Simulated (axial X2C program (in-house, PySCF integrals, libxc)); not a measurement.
**Spin–orbit effects down a group: molecules with Rb, PBE0**

All values come from calculations with an axial X2C code built on PySCF integrals, spin-free (one-electron X2C) or two-component (2c: spin–orbit coupling with atomic mean-field Coulomb and Gaunt terms, which also bring small scalar terms), in Dyall basis sets with cores contracted in-house; open shells are unrestricted.

Basis sets: Al dyall-v3z, B dyall-v3z, Ga dyall-cv3z, In dyall-cv3z, Rb dyall-cv3z.

```json
{"molecule": "RbB", "spin-free state": "M_S = 1, Λ = 1", "Re (Å)": "2.959", "ωe (cm⁻¹)": "247.8", "De (eV)": "0.92", "2c state": "Ω = 2", "Re 2c (Å)": "2.960", "ωe 2c (cm⁻¹)": "247.6", "De 2c (eV)": "0.92"}
{"molecule": "RbAl", "spin-free state": "M_S = 1, Λ = 1", "Re (Å)": "3.492", "ωe (cm⁻¹)": "127.9", "De (eV)": "0.62", "2c state": "Ω = 2", "Re 2c (Å)": "3.494", "ωe 2c (cm⁻¹)": "127.8", "De 2c (eV)": "0.61"}
{"molecule": "RbGa", "spin-free state": "?", "Re (Å)": "?", "ωe (cm⁻¹)": "?", "De (eV)": "?", "2c state": "?", "Re 2c (Å)": "?", "ωe 2c (cm⁻¹)": "?", "De 2c (eV)": "?"}
{"molecule": "RbIn", "spin-free state": "M_S = 1, Λ = 1", "Re (Å)": "3.614", "ωe (cm⁻¹)": "76.7", "De (eV)": "0.54", "2c state": "Ω = 0", "Re 2c (Å)": "3.857", "ωe 2c (cm⁻¹)": "71.4", "De 2c (eV)": "n/a"}
```

Estimate the 2c Re and ωe of RbGa as the mean of its neighbours in the table.

Re ≈ 3.676 Å, ωe ≈ 99.6 cm⁻¹. The PBE0 runs give the row below, so the estimate misses by 0.219 Å and 9.1 cm⁻¹.

```
molecule  spin-free state  Re (Å)  ωe (cm⁻¹)  De (eV)  2c state  Re 2c (Å)  ωe 2c (cm⁻¹)  De 2c (eV)
    RbGa   M_S = 1, Λ = 1   3.456       90.3     0.55     Ω = 2      3.457          90.5         n/a
```

Each entry is the lowest single determinant of a limited PBE0 search at one distance. De goes to single-determinant-based atoms at the same level (for ions the charge split of lowest energy) and is withheld (n/a) where an atom does not fit its ground term or J level. Main or longest-lived isotopes. One determinant is a doubtful description, or other states lie close, for RbB, RbAl, RbGa, RbIn; these need not be ground states, and all values refer to the states named. Some open-shell Ω = 0 determinants are out of reach, so the Ω given for RbB, RbAl, RbGa need not be the lowest component. With several unpaired electrons the Ω given is that of one determinant, not necessarily of the lowest component. Some light 2c atoms are not at their ground J level, so De misses part of their lowering (0.04 eV or less). The functionals have no current term, which raises determinants with orbital currents. Where the atoms have a lower orbital projection than the molecule, De at mean-field level may be about a tenth of an eV too small. The lowest determinant changes configuration between the Hamiltonians for RbIn, so two states are compared there.
